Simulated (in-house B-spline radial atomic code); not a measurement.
A calculation on the boron ion B³⁺: its settings, and results tabulated from the run. Computed with a radial B-spline atomic code at the basis-set limit: non-relativistic B97-1, spin-polarised, spherical fractional occupations, point nucleus.

Command:
```bash
python run_scf.py task.json out
```
Settings:
```
Z                5
configuration    1s2
hamiltonian      nr
method           b97_1
spin_polarised   True
```

Output (hartree, bohr):
```
 radial grid: 36 intervals, B-splines of order 8, outer radius 8.1081 bohr

 iter        energy (Eh)    residual
    1         -21.776031    1.33e-01
    2         -22.032518    1.30e-02
    3         -22.033845    5.98e-03
    4         -22.034127    2.74e-03
    5         -22.034201    2.29e-04
    6         -22.034202    5.10e-07
    7         -22.034202    2.73e-09

 total energy                       -22.03420
 kinetic                              21.9872
 electron-nucleus                    -46.8688
 Hartree                               5.7921
 exact exchange                       -0.6082
 exchange-correlation                 -2.3365

 orbital      occ     eigenvalue          <r>       <r^2>       <1/r>     <1/r^3>       r_max
 1s up      1.000        -8.7383     0.325667    0.143419     4.68688           -      0.2099
 1s down    1.000        -8.7383     0.325667    0.143419     4.68688           -      0.2099
```

Cost of the run: 0.06 s on 1 thread of Intel(R) Xeon(R) Platinum 8259CL CPU @ 2.50GHz, with other jobs on the host.
